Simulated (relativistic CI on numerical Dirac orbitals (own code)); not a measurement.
**Electric-dipole transitions in F II**

Method of calculation: Dirac-Coulomb-Breit CI, orbitals from a KLI potential per configuration, model QED, valence Slater integrals scaled by 0.85, configuration energies shifted to the measured levels that pair with them (semi-empirical) (own radial code, finite nucleus).

Configuration list (outside the closed core 1s2): 2s²2p⁴, 2s2p⁵, 2s²2p³3s, 2s²2p³3p, 2p⁶, 2s²2p³3d, 2s²2p³4s, 2s²2p³4p, 2s²2p³4d, 2s²2p³4f, 2s²2p²3s², 2s²2p²3s3p, 2s²2p²3p², 2s²2p²3s3d. Levels of other configurations are missing.

```csv
λ vac (nm),Lower,Upper,A (s⁻¹),gf,Branching (%)
42.182,2s²2p⁴ ³P2 [1],2s2p⁵ ¹P°1 [42],1.68e+07,1.34e-03,0.3
47.449,2s²2p⁴ ¹D2 [4],2s²2p³3s ¹P°1 [26],1.41e+10,1.43e+00,99.6
47.636,2s²2p⁴ ³P2 [1],2s²2p³3s ³D°1 [19],3.34e+07,3.41e-03,3.0
47.639,2s²2p⁴ ³P2 [1],2s²2p³3s ³D°2 [18],2.93e+08,4.99e-02,26.1
47.644,2s²2p⁴ ³P2 [1],2s²2p³3s ³D°3 [17],1.12e+09,2.68e-01,100.0
47.712,2s²2p⁴ ³P1 [2],2s²2p³3s ³D°1 [19],4.75e+08,4.86e-02,42.3
47.715,2s²2p⁴ ³P1 [2],2s²2p³3s ³D°2 [18],8.29e+08,1.42e-01,73.9
47.745,2s²2p⁴ ³P0 [3],2s²2p³3s ³D°1 [19],6.13e+08,6.29e-02,54.6
50.303,2s²2p⁴ ¹S0 [5],2s2p⁵ ¹P°1 [42],2.37e+09,2.70e-01,41.1
51.767,2s²2p⁴ ¹D2 [4],2s²2p³3s ¹D°2 [20],3.23e+09,6.48e-01,100.0
52.073,2s²2p⁴ ¹S0 [5],2s²2p³3s ¹P°1 [26],5.77e+07,7.04e-03,0.4
54.791,2s²2p⁴ ³P2 [1],2s²2p³3s ³S°1 [10],2.28e+09,3.07e-01,55.7
54.891,2s²2p⁴ ³P1 [2],2s²2p³3s ³S°1 [10],1.36e+09,1.84e-01,33.2
54.935,2s²2p⁴ ³P0 [3],2s²2p³3s ³S°1 [10],4.53e+08,6.14e-02,11.1
385.89,2s²2p³3s ⁵S°2 [9],2s²2p³3p ⁵P3 [13],1.42e+08,2.21e+00,100.0
386.19,2s²2p³3s ⁵S°2 [9],2s²2p³3p ⁵P2 [12],1.41e+08,1.58e+00,100.0
386.35,2s²2p³3s ⁵S°2 [9],2s²2p³3p ⁵P1 [11],1.41e+08,9.48e-01,100.0
401.41,2s²2p³3s ³S°1 [10],2s²2p³3p ³P2 [16],1.32e+08,1.59e+00,100.0
401.48,2s²2p³3s ³S°1 [10],2s²2p³3p ³P0 [15],1.32e+08,3.19e-01,100.0
401.51,2s²2p³3s ³S°1 [10],2s²2p³3p ³P1 [14],1.32e+08,9.57e-01,100.0
```

Terms are leading LS components. Brackets give the number of a level in order of energy, since labels repeat. The list gives strong lines, with weight on those to low levels, without configurations that were not tied to measured data, without lines whose two gauges differ by over a factor of 2.5, among the lowest 113 of 356 levels, so that lines to higher ones, which can be the strongest, are missing, and without lines across small gaps between configurations, and without 58 lines that miss the measured interval by over 3.5 %, start from a term whose rates miss tabulated ones by over 60 %, have gauges far apart or, lacking measured levels, span too small a gap for the errors found; lines with a level outside our table were not tested and can miss by more. Levels whose partners in the same complex of configurations lie outside the list can be far off, and so can their lines. Rates are taken at the computed energies, electric ones in the length gauge.

Configurations whose levels could be paired with our table of measured levels were shifted onto them, all but the ground configuration, by the median error of their levels; single terms can still be off by 1,000 to 2,000 cm⁻¹ or more, and rates follow the energies as ν³ (E1, M1) or ν⁵ (E2). The others borrow a shift and can be off by several thousand cm⁻¹ or more. The fine structure of a lone outer electron comes out too small, for d and f at times inverted, and misplaced configurations move strength between like terms. 22 of the 23 excited levels that our extract of the measured tables holds in this range could be paired (the sources list more); they are missed by 1037 cm⁻¹ on average and 6644 at most, after the shifts were fitted to these levels, and levels without a partner can miss by more.

Problem. From the table, what is the radiative lifetime of 2s²2p³3s ³D°1?

Solution. The listed rates from this level add up to about 1.12e+09 s⁻¹, 100 % of its decay; with all channels τ = 8.91e-10 s.
